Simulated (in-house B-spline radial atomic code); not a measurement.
Re²⁺. Computed with a B-spline radial atomic code. Model: non-relativistic spherical atom: semilocal Troullier-Martins pseudo-atom, one channel per l, against all electrons, high spin, G0W0 and RPA with empty states to l = 8, local potential for every l without a channel, a model core (radius 0 = none) keeps its share of the functional.

Without relativity these are model numbers for so heavy an element.

What the tables leave out is listed at the end.

The pseudopotential gives back the lowest level of each angular momentum of its own functional in the configuration it was made in; a second state of the same l is only approximately right. Exact exchange, RPA and GW see the smooth pseudo-orbitals and miss the exchange with the core, for which the functional's share stands in. The column with an uncorrelated core keeps all orbitals and exact exchange, and so separates missing core correlation from pseudisation. Only the three outermost levels and the lowest empty one were computed. RPA here is direct RPA, with no exchange kernel, and its energies carry an (l + 1/2)⁻⁴ tail. A hybrid on a potential with a model core restores only its own semilocal share of the core's exchange.

Command:
```bash
python run_psgw.py task.json out
```
Settings (lengths in bohr, energies in hartree):
```
Z                      75
electrons              73
configuration          [Xe] 4f14 5d5
generated_in           [Xe] 4f14 5d5
functional             lda,vwn
core_shells            9
radius_factor          0.8
core_correction        True
```

Run time, properties included: 57 s on 1 thread of Arm Neoverse N1 (shared host).

Given: made with LDA VWN5; model core radius 0.622 bohr; local radius 0.865 bohr; mean-field start PBE0.

Valence shells of the generating configuration: 5s, 4f, 5p, 5d.

Channel: s 0.821, p 0.872, d 1.11, f 1.112 (radii in bohr).

Computed: largest level miss in the spin-unpolarised generating configuration 0.004 eV; valence RPA correlation energy pseudo -2.7012 hartree; all-electron RPA polarisability, core included 8.0611 bohr³; pseudo-atom RPA polarisability 7.804 bohr³.

| level | occupied | mean-field all-electron (eV) | mean-field pseudo minus all (eV) | G0W0 all-electron (eV) | G0W0 uncorrelated core minus all (eV) | G0W0 pseudo minus all (eV) | exchange self-energy all-electron (eV) | exchange self-energy pseudo (eV) |
| --- | --- | --- | --- | --- | --- | --- | --- | --- |
| 5d up | 1 | -25.016 | -0.242 | -29.444 | -0.052 | -0.483 | -29.351 | -28.127 |
| 5p down | 1 | -60.018 | 0.218 | -64.945 | -0.062 | -0.081 | -38.271 | -32.886 |

Problem. What is the valence RPA correlation energy all-electron orbitals?

Solution. -1.8723 hartree.

Among the listed levels the largest G0W0 shift of the pseudo-atom is -0.48 eV, for 5d up on the PBE0 start, while leaving the core uncorrelated moves that level by -0.05 eV. So pseudisation and the lost core exchange, not the missing core correlation, make the error. Not in the tables (levels of low weight, unsolved or above zero; the highest and the empty levels are kept at any weight): the LDA start was refused, since an empty level lay at or below an occupied one; on PBE0 the G0W0 levels 5p up (pseudo minus all -1.67 eV, weights 0.09 and 0.06); no Hartree-Fock pseudo-atom is run with a model core.
